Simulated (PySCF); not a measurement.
**TiOCl + HBr → TiOBr + HCl**

Level: PBE0 in the def2-TZVP basis family, all electrons, no relativity, computed in PySCF with density fitting; open shells unrestricted.

```tsv
species	state and structure	E (Eh)	ZPE (kJ/mol)	H(298 K) − H(0) (kJ/mol)	S° (J/(mol K))
TiOCl	doublet, Cs, Ti–Cl 2.287 Å, Ti–O 1.607 Å; Cl–Ti–O 130.8°	-1384.58367	9.4	12.7	291.9
HBr	singlet, C∞v, H–Br 1.421 Å	-2574.45811	16.0	8.7	198.5
TiOBr	doublet, Cs, Ti–Br 2.447 Å, Ti–O 1.606 Å; Br–Ti–O 133.0°	-3498.38084	8.8	13.0	303.5
HCl	singlet, C∞v, H–Cl 1.279 Å	-460.66440	17.9	8.7	186.6
```

(1) What is the electronic reaction energy?

(2) Add zero-point, thermal and entropy terms for 298.15 K and 1 bar.

Answers

(1) At PBE0/def2-TZVP, ΔE = -9.1 kJ/mol from the differences of the total energies times 2625.5, downhill. 

(2) ΔZPE = 1.3 and Δ[H(298) − H(0)] = 0.3 kJ/mol give ΔH° = -7.5 kJ/mol. ΔS° = -0.3 J/(mol K), so ΔG° = -7.5 − 298.15 × (-0.0003) = -7 kJ/mol and log₁₀K = 1.3.

Open d or f shells are single determinants, so the state found may not be the ground state. The structures come from searches over a few start shapes, so lower isomers are not excluded.
